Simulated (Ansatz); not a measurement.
C2H6AlN can be A, `C=[CH][AlH][NH2]`, or B, `C[CH]1[NH][AlH]1`.

Isolated molecules relaxed with PBE0-D4/def2-TZVP in Ansatz; ΔE leaves out vibrations. CCSD(T)/CBS is the MP2 limit (def2-TZVPP, def2-QZVPP) plus CCSD(T) − MP2 in def2-TZVPP, frozen cores. DFT in def2-TZVPP. B3LYP here is the variant with VWN-RPA as its local correlation; programs differ in this. One conformer a species, not always the lowest.

Which isomer does CCSD(T)/CBS put lower? Give the gap. (Best estimate.)

Computed: A, by 38.4 kcal/mol.

Give E(B) − E(A) in kcal/mol with B3LYP, B2PLYP, PBE-D4, PBE0-D4, MP2/def2-TZVPP, HF/def2-TZVPP, ωB97M-V. (Best estimate.)

The calculation gave: B3LYP 39.3, B2PLYP 38.8, PBE-D4 32.6, PBE0-D4 33.8, MP2/def2-TZVPP 36.6, HF/def2-TZVPP 47.0, ωB97M-V 37.2. None reverses the order clearly.

Does the order hold for the free energy at 298.15 K (harmonic terms from PBE0-D4)? (Estimate.)

Computed: Yes: G(B) − G(A) = +41.2 kcal/mol, for one conformer each. Modes under 60 cm⁻¹, often nearly free rotors, make the harmonic entropy too high.

Largest T1 diagnostic: 0.014.

From BLYP to BHLYP (50 % exact exchange), in def2-TZVPP and without D4, E(B) − E(A) moves by +1.8 kcal/mol. At CCSD(T), def2-SVP lies −2.9 kcal/mol from the extrapolated value and def2-TZVPP +0.1 kcal/mol.
